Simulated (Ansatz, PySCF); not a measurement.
System: BiF₂, net charge 0, doublet state. It need not be the lowest isomer of its formula. SMILES: [F][Bi][F]
Geometry from a B3LYP-D3(BJ)/def2-TZVP (Ansatz, a first-principles code) optimisation:
```xyz
3

Bi    -0.1218    -0.0876     0.1883
F     -0.3250     1.6223    -0.8748
F      1.4481    -0.8140    -0.8620
```
Charge 0, spin multiplicity 2.

Property: atomisation energy (electronic, to ground-state atoms), in kJ/mol. Cores are frozen in the correlated levels unless marked. UHF or UKS for open shells. No spin-orbit coupling. The frozen core is the preceding noble-gas configuration, with the filled d and f shells of earlier blocks. In def2 rows, elements after Kr have scalar-relativistic effective core potentials. The coupled-cluster limit lacks core correlation, which all-electron functionals hold. CBS marks a two-point X^-3 extrapolation of the correlation energy; Hartree-Fock from the larger set. The bracket is a focal-point correction in the basis named.

```json
[
 {"level": "HF/def2-SVP", "program": "Ansatz", "atomisation energy (kJ/mol)": "337.2"},
 {"level": "HF-D4/def2-TZVPD", "program": "PySCF + dftd4", "atomisation energy (kJ/mol)": "411.1"}
]
```

What does RI-MP2/CBS(def2-TZVPPD,def2-QZVPPD)+[CCSD(T)-MP2]/def2-TZVPPD (Ansatz) give?

793.4 kJ/mol, so HF-D4/def2-TZVPD differs from it by -382.3 kJ/mol.
